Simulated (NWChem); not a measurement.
System: SiHO2 cation; SMILES [OH+]=[Si]=O

NWChem input:

```
start job
memory heap 200 mb stack 900 mb global 1100 mb
charge 1
geometry units angstroms noautosym nocenter noautoz
  O      0.000881     1.590718     0.000000
  Si    -0.000594     0.087877     0.000000
  O      0.002318    -1.435738     0.000000
  H     -0.016123    -2.404351     0.000000
end
basis spherical
  * library 6-31g*
end
dft
  xc hfexch
  iterations 150
  mulliken
end
task dft energy
esp
  recalculate
  probe 0.07
  range 0.3
  factor 1.0
  spacing 0.02
end
task esp
```

Geometry: optimised at PBE0/def2-SVP.

Atomic charges in e: unrestrained fits to the electrostatic potential beside Mulliken populations; the two definitions need not agree.

Atoms are numbered as in the input.

Question: Predict the main results of this run. (Hartree-Fock/6-31G* (spherical d).) Quantities: ESP O1; Mulliken O1; ESP Si2; Mulliken Si2; ESP O3; Mulliken O3; relative RMS misfit of the potential (%).

Answer: 
```yaml
ESP O1: -0.58
Mulliken O1: -0.47
ESP Si2: 1.69
Mulliken Si2: 1.62
ESP O3: -0.70
Mulliken O3: -0.74
relative RMS misfit of the potential (%): 2
```
